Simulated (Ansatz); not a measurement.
Relaxation of a periodic cell of 19 atoms, PdC₁₈ (surface graphene monolayer, adsorbate Pd), to a largest force component of 0.08 eV/Å in at most 25 steps.

These are results of DFT PBE-D3(BJ), scalar-relativistic, plane waves, PAW (Ansatz), not measurements. Settings: accuracy low, cutoff 420 eV, k mesh 2x2x1, fermi-dirac smearing 0.02 eV, no spin polarisation.

```xyz
19
Lattice="7.3980 0.0000 0.0000 -3.6990 6.4069 0.0000 0.0000 0.0000 12.0000" Properties=species:S:1:pos:R:3
C 0.000 0.000 1.000
C 1.233 0.712 1.000
C -1.233 2.136 1.000
C 0.000 2.847 1.000
C -2.466 4.271 1.000
C -1.233 4.983 1.000
C 2.466 0.000 1.000
C 3.699 0.712 1.000
C 1.233 2.136 1.000
C 2.466 2.847 1.000
C 0.000 4.271 1.000
C 1.233 4.983 1.000
C 4.932 0.000 1.000
C 6.165 0.712 1.000
C 3.699 2.136 1.000
C 4.932 2.847 1.000
C 2.466 4.271 1.000
C 3.699 4.983 1.000
Pd -0.394 1.161 2.970
```

Task: Where does it end, and by what steps?

Result: The forces met the threshold. The threshold is loose, so the end isn't yet a minimum. Limits of this set-up: coarse k mesh, slab without dipole correction, low accuracy level. After 9 steps the energy has fallen by 0.233 eV; Pd19 moved furthest, 0.81 Å. Parted: C3–Pd19 (2.35 → 2.86 Å).

| step | energy less start (eV) | largest force component (eV/Å) | accepted |
| --- | --- | --- | --- |
| 0 | 0.0000 | 0.993 | yes |
| 1 | -0.0867 | 0.437 | yes |
| 2 | -0.1302 | 0.189 | yes |
| 3 | -0.1592 | 0.149 | yes |
| 4 | -0.1856 | 0.271 | yes |
| 5 | -0.2081 | 0.198 | yes |
| 6 | -0.2086 | 0.704 | yes |
| 7 | -0.2302 | 0.103 | yes |
| 8 | -0.2323 | 0.089 | yes |
| 9 | -0.2332 | 0.062 | yes |

```xyz
19
Lattice="7.3980 0.0000 0.0000 -3.6990 6.4069 0.0000 0.0000 0.0000 12.0000" Properties=species:S:1:pos:R:3
C 0.019 0.038 1.114
C 1.261 0.758 1.008
C -1.228 2.193 1.013
C 0.018 2.891 0.959
C -2.458 4.315 0.972
C -1.219 5.024 0.969
C 2.474 0.044 0.970
C 3.714 0.753 0.970
C 1.242 2.183 0.956
C 2.482 2.888 0.947
C 0.007 4.315 0.947
C 1.247 5.021 0.955
C 4.928 0.039 1.008
C 6.168 0.759 1.113
C 3.707 2.179 0.969
C 4.947 2.889 0.972
C 2.471 4.313 0.958
C 3.716 5.011 1.013
Pd -0.600 0.398 3.156
```

The run took 34 s on 1 thread of Intel(R) Xeon(R) 6975P-C (Granite Rapids), on a shared host, peak memory 0.71 GiB.
